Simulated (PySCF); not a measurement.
## Continuum solvent and chemical shifts

Structure with atom numbers: `[CH3:1][C:2]1=[CH:3][CH2:4][CH2:5][CH2:6][O:7]1` (H(Xn): hydrogen on atom n).

GIAO PBE0/pcSseg-1 in PySCF on one PBE0-D3(BJ)/def2-SVP conformer, non-relativistic, equivalent nuclei averaged. Solvents enter as an IEF-PCM continuum (benzene with ε = 2.3, dimethylsulfoxide with ε = 46.8) around the gas-phase geometry. Shifts are referred to TMS computed in the same medium.

In benzene, δ in ppm: C2 159.3, C3 99.5, C6 66.8, C5 24.1, C4 23.7, C1 22.7, H(C3) 4.53, H(C6) 3.85, H(C4) 1.99, H(C1) 1.74, H(C5) 1.52. Dipole moment 1.04 D.

Question: How does each δ change in the more polar medium?

Answer: 
| atoms | environment | Δδ, dimethylsulfoxide |
| --- | --- | --- |
| C2 | alkene carbon bearing oxygen | +0.5 |
| C3 | β carbon of an enol-ether or enamine type C=C | +1.1 |
| C6 | sp3 CH2 bonded to O | +0.7 |
| C5 | sp3 CH2 in a ring | +0.3 |
| C4 | allylic sp3 CH2 | +0.3 |
| C1 | allylic methyl carbon | +0.2 |
| H(C3) | hydrogen on a β carbon of an enol-ether or enamine type C=C | +0.11 |
| H(C6) | hydrogen on an sp3 CH2 bonded to O | +0.06 |
| H(C4) | hydrogen on an allylic sp3 CH2 | +0.02 |
| H(C1) | hydrogen on an allylic methyl carbon | +0.03 |
| H(C5) | hydrogen on an sp3 CH2 in a ring | +0.04 |

Changes are relative to benzene. The dipole moment becomes 1.25 D in dimethylsulfoxide.

Question: Which nuclei move most (in ppm), and what does the model miss?

Answer: C3 (β carbon of an enol-ether or enamine type C=C, +1.1 ppm) in dimethylsulfoxide. A continuum only polarises the solute; specific hydrogen bonds, the anisotropy of aromatic solvents and changes of geometry or conformer are outside it.
